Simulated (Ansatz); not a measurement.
Abstraction of Cl: SnCl4 + GeH2Cl → SnCl3 + GeH2Cl2

Species: SnCl4 (tin tetrachloride) `[Cl][Sn]([Cl])([Cl])[Cl]`, singlet; GeH2Cl `[Cl][GeH2]`, doublet; SnCl3 `[Cl][Sn]([Cl])[Cl]`, doublet; GeH2Cl2 (dichlorogermane) `[Cl][GeH2][Cl]`, singlet. A radical takes Cl: the energy is the difference in strength between the Sn–Cl bond broken and the Ge–Cl bond made.

Shapes, held fixed at every level: PBE0-D4/def2-TZVP. Programs: Ansatz 0.2.0. Electronic energies: no zero-point or thermal term.

| level | kind | ΔE (kJ/mol) | less CCSD(T)/def2-TZVPP |
| --- | --- | --- | --- |
| MP2/def2-TZVPP | perturbation theory | -58.1 | +1.8 |
| SPW92/def2-TZVPP | LDA | -76.4 | -16.5 |
| B3LYP-D4/def2-TZVPP | global hybrid | -69.8 | -9.9 |
| BHLYP-D4/def2-TZVPP | global hybrid | -61.9 | -2.0 |
| r2SCAN0-D4/def2-TZVPP | global hybrid | -62.5 | -2.6 |
| wB97M-V/def2-TZVPP | range-separated hybrid | -60.0 | -0.1 |
| CCSD(T)/def2-SVP | coupled cluster or CI | -53.8 | +6.1 |
| CCSD(T)/def2-TZVPP | coupled cluster or CI | -59.9 | 0.0 |

The highest level, CCSD(T)/def2-TZVPP, gives ΔE = -59.9 kJ/mol; the levels span -76.4 to -53.8. The column of differences is taken from that level and isn't an error. No measured value is set beside it here. Open shells run unrestricted. For atoms past krypton def2 sets carry core potentials with scalar relativity. Relativity is left out for Ge. Outer-core shells of Ge, Sn are correlated in most correlated rows, in sets that cover them unevenly.
